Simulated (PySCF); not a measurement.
# Correlation energy of Fe²⁺ (iron, charge +2)

[Ar] 3d5 4p1, high-spin 7P determinant (an excited configuration). Computed with PySCF 2.14 in def2-TZVPPD (6s6p4d2f1g, 67 functions), with no relativity, point nucleus. Frozen: [Ne]; 14 electrons correlated.

```csv
level,correlation energy (mhartree)
CCSD,-390.26
(T),-6.27
CCSD(T),-396.53
```

Diagnostics: T1 = 0.0066, D1 = 0.0250, largest double amplitude 0.026.

Problem. Is a single reference adequate?

Solution. Yes: T1 lies below 0.03 and no double amplitude reaches 0.07.

This basis was not built for core-valence correlation, so the inner-shell part is incomplete.
